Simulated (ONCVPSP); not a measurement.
## Transferability test, ONCV potential for La (Z = 57)

ONCVPSP 4.0.1 input, shortened (lines: element, Z, core and valence counts, functional; n l f; lmax; l rc ep ncon nbas qcut; lloc lpopt rc5 dvloc0; l nproj debl; icmod fcfact rcfact), PBE, scalar-relativistic:

```
  La 57.00    9    5        4      upf
    1    0    2.00
    2    0    2.00
    2    1    6.00
    3    0    2.00
    3    1    6.00
    3    2   10.00
    4    0    2.00
    4    1    6.00
    4    2   10.00
    5    0    2.00
    5    1    6.00
    5    2    1.00
    6    0    1.00
    6    1    1.00
    3
    0    3.00    0.00    4    7    3.20
    1    2.45    0.00    5    9    4.70
    2    3.75    0.00    5    9    4.50
    3    3.05    0.19    4    9    3.30
    4    5    2.20    0.00
    0    2    1.90
    1    2    3.20
    2    2    1.40
    3    2    0.40
    3    3.00    1.60
```

In the f channel the program set the typed energies aside and used -0.200, 0.200 Ha.

Energies are relative to the spin-unpolarised reference configuration 5s2 5p6 5d1 6s1 6p1; without spin polarisation the order of configurations can differ from experiment.

| valence configuration | charge | ΔE all-electron (eV) | error AE − PS (meV) |
| --- | --- | --- | --- |
| 5s2 5p6 5d1 6s1 6p0 | +1 | 3.589 | -0.9 |
| 5s2 5p6 5d2 6s1 6p0 | 0 | -1.584 | -5.7 |

(1) What are ΔE and the potential's error for 5s2 5p6 5d1 6s0 6p0?

(2) What are ΔE and the potential's error for 5s2 5p6 5d1 6s2 6p0?

Levels in the configuration 5s2 5p6 5d2 6s1 6p0:

```
level  all-electron (eV)  pseudo (eV)
   5s            -37.329      -37.382
   5p            -20.931      -20.941
   5d             -2.144       -2.139
   6s             -3.127       -3.132
```

## Answers

(1) ΔE = 14.477 eV all-electron; the error (AE − PS) is -9.0 meV.

(2) ΔE = -2.378 eV all-electron; the error (AE − PS) is -1.9 meV.
